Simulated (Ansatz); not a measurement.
C3H6ClIn, SMILES `C=[CH][In]([CH3])[Cl]` at its PBE0-D4/def2-TZVP geometry, where that method's forces vanish. Total charge 0; spin multiplicity 1. In takes the def2 core potential.

```tsv
atom	x (Å)	y (Å)	z (Å)
C1	1.0243	1.3613	-1.9246
C2	0.0004	1.1912	-1.0931
In3	0.0308	-0.3795	0.3277
C4	-1.1587	-1.2195	1.8831
Cl5	2.0695	-1.5586	0.0652
H6	1.8959	0.7124	-1.9039
H7	1.0366	2.1594	-2.6648
H8	-0.8479	1.8690	-1.1555
H9	-1.3638	-2.2631	1.6406
H10	-0.5891	-1.1895	2.8128
H11	-2.0980	-0.6832	2.0125
```

Q: For each bond, give half the difference of the two atoms' forces along it (eV/Å; positive pushes the atoms apart) under PBE-D4, r2SCAN-D4, B3LYP-D4, ωB97M-V in def2-TZVPP. (Best estimate.)

A: Computed: 
| bond | length (Å) | PBE-D4 | r2SCAN-D4 | B3LYP-D4 | ωB97M-V |
| --- | --- | --- | --- | --- | --- |
| C1–C2 | 1.330 | 0.28 | 0.14 | 0.07 | 0.08 |
| C1–H6 | 1.087 | 0.03 | -0.06 | -0.08 | -0.06 |
| C1–H7 | 1.089 | 0.04 | -0.04 | -0.08 | -0.07 |
| C2–In3 | 2.118 | -0.06 | -0.01 | 0.08 | -0.02 |
| C2–H8 | 1.088 | 0.04 | -0.04 | -0.13 | -0.08 |
| In3–C4 | 2.131 | 0.00 | 0.03 | 0.14 | 0.00 |
| In3–Cl5 | 2.370 | 0.20 | 0.06 | 0.21 | -0.03 |
| C4–H9 | 1.091 | 0.09 | -0.03 | -0.09 | -0.04 |
| C4–H10 | 1.091 | 0.09 | -0.03 | -0.09 | -0.03 |
| C4–H11 | 1.089 | 0.09 | -0.02 | -0.08 | -0.05 |

B3LYP here is the variant with VWN-RPA as its local correlation; programs differ in this.
